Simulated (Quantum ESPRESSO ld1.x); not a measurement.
Valence configurations of Ho+ (all share [Xe]). Method: Dirac Kohn-Sham, PBEsol, spin-unpolarised, spherical densities, point nucleus; open shells fill j = l - 1/2 first; computed with ld1.x of Quantum ESPRESSO 7.5. Energies are relative to 4f11 6s1; eigenvalues in eV.

| valence | E (eV) | e(4f5/2) | e(4f7/2) | e(5d3/2) | e(6p1/2) | e(6s1/2) |
|---|---|---|---|---|---|---|
| 4f11 6s1 | 0.000 | -10.154 | -9.177 | - | - | -8.937 |
| 4f10 5d1 6s1 | 4.453 | -16.251 | -15.210 | -8.375 | - | -9.647 |
| 4f10 6s2 | 3.458 | -18.631 | -17.588 | - | - | -10.596 |
| 4f10 6s1 6p1 | 7.244 | -19.781 | -18.737 | - | -7.385 | -11.195 |
| 4f9 5d2 6s1 | 13.952 | -23.140 | -22.034 | -9.744 | - | -10.183 |
| 4f11 6p1 | 3.234 | -11.342 | -10.365 | - | -6.350 | - |
| 4f11 6s0.5 6p0.5 | 1.617 | -10.752 | -9.775 | - | -6.040 | -9.275 |
| 4f11.5 6s0.5 | 0.547 | -6.716 | -5.773 | - | - | -8.093 |
| 4f11 5d0.5 6s0.5 | 1.039 | -9.242 | -8.267 | -6.337 | - | -8.497 |
| 4f12 | 2.202 | -4.149 | -3.238 | - | - | - |

NIST lists [Xe] 4f11 6s1 as the ground configuration; this level of theory agrees among the configurations tried. The energies are those of spherical spin-averaged densities, not of single terms.
